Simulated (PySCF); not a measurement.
Compound: C4H5Cl2F.
Geometry (PBE0-D3(BJ)/def2-SVP, Å), atoms numbered from 1 in this order:
```
atom  x, y, z in Å
F1     2.1376   -1.0269   -0.6399
C2     0.9888   -0.9233    0.1023
C3     0.2998    0.3606   -0.2192
C4    -1.0016    0.6332   -0.0866
C5    -2.0600   -0.3148    0.3807
Cl6   -1.6761   -1.0498    1.9655
Cl7   -2.3789   -1.5994   -0.8306
H8     1.2560   -0.9461    1.1750
H9     0.3434   -1.7930   -0.1013
H10    0.9669    1.1527   -0.5760
H11   -1.3630    1.6325   -0.3464
H12   -3.0172    0.1985    0.5186
```

Level of theory: TDDFT B3LYP/def2-SVPD, vertical, gas phase, core orbitals frozen in the response in PySCF.

Transition dipole moments from the ground state, in atomic units and in the frame of the coordinates above (overall signs are arbitrary), for the states with f of 0.002 or more among the lowest 6:

| state | E (eV) | μx | μy | μz |
| --- | --- | --- | --- | --- |
| S1 | 5.801 | 0.956 | 0.179 | -0.124 |
| S2 | 5.978 | 0.215 | 0.097 | -0.039 |
| S4 | 6.249 | 0.604 | -0.025 | -0.010 |
| S5 | 6.587 | -0.172 | 0.041 | -0.082 |
| S6 | 6.681 | -0.221 | -0.022 | 0.003 |

Task: Work out the oscillator strengths.

Result: f = (2/3) ΔE |μ|² with ΔE in hartree (27.2114 eV).

```json
{"state": "S1", "|μ|² (au)": "0.962", "|μ| (D)": "2.49", "f": "0.137"}
{"state": "S2", "|μ|² (au)": "0.057", "|μ| (D)": "0.61", "f": "0.008"}
{"state": "S4", "|μ|² (au)": "0.365", "|μ| (D)": "1.54", "f": "0.056"}
{"state": "S5", "|μ|² (au)": "0.038", "|μ| (D)": "0.49", "f": "0.006"}
{"state": "S6", "|μ|² (au)": "0.049", "|μ| (D)": "0.57", "f": "0.008"}
```

Task: Which bond between heavy atoms lies closest to the direction of the S1 transition dipole?

Result: C3–C4, at 22° from it; next F1–C2 at 29°.

Task: What angle do the transition dipoles of S1 and S4 make?

Result: |cos θ| = |μa·μb| / (|μa| |μb|) = 0.97, so θ ≈ 14° (taken between 0 and 90°, since the signs are arbitrary).

Task: What peak molar absorption coefficient would the strongest computed level give as a lone Gaussian band 0.5 eV wide at half height?

Result: ε(max) = 2.175×10⁸ f / FWHM, with the width in cm⁻¹. S1: 2.175×10⁸ × 0.1367 / 4033 ≈ 7400 L mol⁻¹ cm⁻¹.

Cost: about 60 s of CPU time on one thread; the machine was shared, so the figure is rough.

One conformer stands for the species.
